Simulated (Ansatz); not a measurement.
`BCBN` + `[AlH2][SH]` → `B[S][AlH2]` + `CBN` at 600 K and 1 bar (ligand exchange at a B–C bond).

Calculated with Ansatz (gas phase, PBE0-D4/def2-TZVP geometries, no zero-point term in ΔE). CCSD(T)/CBS adds triple-zeta CCSD(T) − MP2 to the extrapolated MP2 energy (def2 sets, frozen cores). This one scheme is used for every species. Each species was taken in one conformer, which may not be the lowest.

| species | CCSD(T)/CBS energy (Eh) | H − E (kJ/mol) | S (J/(mol·K)) |
| --- | --- | --- | --- |
| `BCBN` | -146.59023 | 286.8 | 398.6 |
| `[AlH2][SH]` | -641.61836 | 94.5 | 317.9 |
| `B[S][AlH2]` | -667.02114 | 142.0 | 373.2 |
| `CBN` | -121.21267 | 244.5 | 338.1 |

H − E and S are ideal-gas, rigid-rotor, harmonic terms from PBE0-D4/def2-TZVP, for one conformer and one mirror image of each species. 1 Eh = 2625.50 kJ/mol, R = 8.31446 J/(mol·K).

**Question.** By hand: ΔE, ΔH, ΔS and ΔG.

**Answer.** ΔE = (-667.02114) + (-121.21267) − (-146.59023) − (-641.61836) = -0.02522 Eh = -66.2 kJ/mol. Δ(H − E) = 142.0 + 244.5 − 286.8 − 94.5 = 5.2, so ΔH = -61.0 kJ/mol. ΔS = 373.2 + 338.1 − 398.6 − 317.9 = -5.2 J/(mol·K). ΔG = -61.0 − 600 × (-5.2)/1000 = -57.9 kJ/mol.

**Question.** By hand: the equilibrium constant, and the temperature at which ΔG would vanish if ΔH and ΔS stayed fixed.

**Answer.** log₁₀ K = −ΔG/(RT ln 10) = 5.0. ΔG = 0 at ΔH/ΔS = 11731 K, far beyond where these terms or the molecules hold.

The number of gas molecules stays the same, so ΔS is small and ΔH decides. A doubt of 5 kJ/mol in ΔE shifts log₁₀ K by 0.4 here. Other conformers and mirror images would add mixing entropy, several J/(mol·K) or more a flexible species. Modes under 60 cm⁻¹, often nearly free rotors, make the harmonic entropy too high. These are equilibria of isolated gas molecules and say nothing of rates. Largest T1 diagnostic: 0.014 (customary marks: 0.02 for closed shells, 0.045 for open ones).
